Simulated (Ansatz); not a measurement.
CH$_{4}$BF$_{2}$N, 9 atoms. Total charge 0; spin multiplicity 1. The bonds changed during the relaxation, so this is another structure than the one it started from. All runs use 2 threads of an Arm Neoverse V1 on a shared host. Correlated methods freeze the cores.

(1) Give the basis size and wall time and peak host memory of each of these runs in Ansatz. RKS PBE0-D4/def2-SVP energy; RKS PBE0-D4/def2-TZVPP energy; RKS revPBE-D4/def2-TZVPP energy; RKS PBE0-D4/def2-TZVP relaxation (11 steps); RKS ωB97M-V/def2-SVP energy; RHF-MP2/def2-QZVPP energy; RKS ωB97M-V/def2-QZVPP energy; RHF-CCSD(T)/def2-TZVPP energy; RKS PBE0-D4/def2-TZVP frequencies; RKS PBE0-D4/def2-QZVPP energy; direct RPA on PBE orbitals/def2-TZVPP energy; RKS B3LYP-D4/def2-TZVPP energy and forces. (Best estimate.)

Answers

(1) Computed: Other jobs shared the machine, so times are rough.

```json
{"level": "RKS PBE0-D4/def2-SVP", "job": "energy", "functions": "90", "wall time": "1.2 s", "peak host memory (GiB)": "0.16"}
{"level": "RKS revPBE-D4/def2-TZVPP", "job": "energy", "functions": "211", "wall time": "2.4 s", "peak host memory (GiB)": "0.21"}
{"level": "RKS PBE0-D4/def2-TZVPP", "job": "energy", "functions": "211", "wall time": "4.4 s", "peak host memory (GiB)": "0.42"}
{"level": "RKS B3LYP-D4/def2-TZVPP", "job": "energy and forces", "functions": "211", "wall time": "5.5 s", "peak host memory (GiB)": "0.42"}
{"level": "RKS ωB97M-V/def2-SVP", "job": "energy", "functions": "90", "wall time": "5.5 s", "peak host memory (GiB)": "0.24"}
{"level": "direct RPA on PBE orbitals/def2-TZVPP", "job": "energy", "functions": "211", "wall time": "7 s", "peak host memory (GiB)": "0.42"}
{"level": "RKS PBE0-D4/def2-QZVPP", "job": "energy", "functions": "405", "wall time": "8.5 s", "peak host memory (GiB)": "1"}
{"level": "RKS ωB97M-V/def2-QZVPP", "job": "energy", "functions": "405", "wall time": "23 s", "peak host memory (GiB)": "1.2"}
{"level": "RHF-MP2/def2-QZVPP", "job": "energy", "functions": "405", "wall time": "28 s", "peak host memory (GiB)": "2"}
{"level": "RKS PBE0-D4/def2-TZVP", "job": "relaxation (11 steps)", "functions": "179", "wall time": "48 s", "peak host memory (GiB)": "0.36"}
{"level": "RKS PBE0-D4/def2-TZVP", "job": "frequencies", "functions": "179", "wall time": "2.4 min", "peak host memory (GiB)": "0.37"}
{"level": "RHF-CCSD(T)/def2-TZVPP", "job": "energy", "functions": "211", "wall time": "3 min", "peak host memory (GiB)": "3.3"}
```

B3LYP here is the variant with VWN-RPA as its local correlation; programs differ in this.
